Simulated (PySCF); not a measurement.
PbFBr, SMILES [F][Pb][Br] (connectivity only; charge and spin as stated), neutral, multiplicity 1.

Geometry: PBE0-D3(BJ)/def2-TZVP. The def2 effective core potentials stand for the cores of Pb; spin–orbit coupling is left out.

These are PBE/def2-TZVPD (PySCF) values and carry that method's errors.

Symmetry labels are those of the subgroup Cs that the program uses (full group Cs).

Computed valence orbital energies around the gap with their symmetry:
| orbital | symmetry | energy (eV) |
|---|---|---|
| HOMO−7 | A' | -18.55 |
| HOMO−6 | A' | -13.20 |
| HOMO−5 | A' | -8.92 |
| HOMO−4 | A" | -8.60 |
| HOMO−3 | A' | -8.56 |
| HOMO−2 | A' | -7.26 |
| HOMO−1 | A" | -7.16 |
| HOMO | A' | -6.90 |
| LUMO | A" | -3.71 |
| LUMO+1 | A' | -1.76 |
| LUMO+2 | A' | -1.64 |
| LUMO+3 | A' | -0.25 |
